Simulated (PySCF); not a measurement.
# [Cr(SH)4]2-: what the settings change

The complex [Cr(SH)4]2- (charge -2) contains Cr(II), shell d4. The structure is a PBE0-D3(BJ)/def2-TZVP, IEF-PCM water geometry optimised for multiplicity 5; coordination square planar, point group C4h, metal–donor distances 2.41 Å.

```
9

Cr    0.000    0.000    0.000
S     2.410    0.000    0.000
H     2.700    1.313    0.000
S    -2.410    0.000    0.000
H    -2.700   -1.313    0.000
S     0.000    2.410    0.000
H    -1.313    2.700    0.000
S     0.000   -2.410    0.000
H     1.313   -2.700    0.000
```

Method (PySCF 2.14, density fitting): CASSCF(4,5) with orbitals averaged over all microstates of the shell, strongly contracted NEVPT2 on the averaged canonical orbitals; basis x2c-TZVPall on the metal, x2c-SVPall elsewhere; spin-free X2C; IEF-PCM water; spin-orbit coupling by state interaction with the mean-field operator over all roots.

Base run: NEVPT2 ground state 5Bg, next 5Eg at 16552, then 3Eg at 16632 cm⁻¹, B(CASSCF) 926, ζ 220 cm⁻¹, D -1.46 cm⁻¹, g 1.981 1.997 1.997, μeff(300 K) 4.89 μB.

(1) What happens with the basis x2c-TZVPall on all atoms?

(2) What happens with orbitals averaged over the highest spin alone?

NEVPT2 lifts 5Bg from 13890 to 17494 cm⁻¹; on the d shell alone such lifts tend to overshoot.

Results:

(1) NEVPT2 ground state 5Bg, next 5Eg at 15953, then 3Eg at 16619 cm⁻¹, B(CASSCF) 924, ζ 220 cm⁻¹, D -1.48 cm⁻¹, g 1.980 1.996 1.996, μeff(300 K) 4.89 μB. It took 26 s against 15 s on a shared host of the same kind.

(2) NEVPT2 ground state 5Bg, next 5Eg at 15718, then 5Bg at 16476 cm⁻¹, B(CASSCF) 965, ζ 229 cm⁻¹, D -1.59 cm⁻¹, g 1.977 1.996 1.996, μeff(300 K) 4.88 μB.
